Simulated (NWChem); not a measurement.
A series in which one site is exchanged, each optimised at PBE0/def2-SVP with NWChem, gas phase unless a solvent is named. All stand in one matching conformer (torsions within 35°), which need not be the lowest. This build's default masses of Se (78.918 u) and Br (79.917 u) are each other's, which moves their modes by up to 0.6 %.

A: [SH][Be][OH] (BeH2SO; site = Be)
B: O[Se]S (H2SeSO; site = Se)
C: [Mg]([SH])[OH] (MgH2SO; site = Mg)
D: [OH][Ca][SH] (CaH2SO; site = Ca)

```tsv
quantity	A	B	C	D
dipole (D), PBE0/def2-SVP	2.19	0.48	1.75	…
vertical ionisation energy, ΔSCF, B3LYP/def2-SVP (eV)	9.90	9.20	9.32	…
static polarisability, B3LYP/def2-SVPD (bohr³)	41.4	57.1	50.8	…
```

Task: What belongs in the gaps?

Result: 
- dipole (D), PBE0/def2-SVP, D: 3.95
- vertical ionisation energy, ΔSCF, B3LYP/def2-SVP (eV), D: 8.34
- static polarisability, B3LYP/def2-SVPD (bohr³), D: 60.1
